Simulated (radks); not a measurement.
Values are calculated unless marked as measured or tabulated.
Problem. All-electron atom: the boron ion B2+ in [He] 2p(up 0.5, down 0.5) 2s(up 0, down 0) (fractional occupations, a model configuration). Level of theory: non-relativistic Kohn-Sham, PBE, spin-polarised, spherical densities, point nucleus (a radial shooting solver on a logarithmic mesh with Libxc functionals). Some entries of the table are withheld. Estimate them.

| orbital | occ. | eigenvalue (hartree) | <1/r> (bohr^-1) |
|---|---|---|---|
| 1s | 2 | (1) | (2) |
| 2s | 0 | (3) | (4) |
| 2p | 1 | (5) | (6) |

Solution. 
(1) 1s eigenvalue (hartree): -7.74118
(2) 1s <1/r> (bohr^-1): 4.667
(3) 2s eigenvalue (hartree): -1.14072
(4) 2s <1/r> (bohr^-1): 0.8750
(5) 2p eigenvalue (hartree): -0.92134
(6) 2p <1/r> (bohr^-1): 0.7975
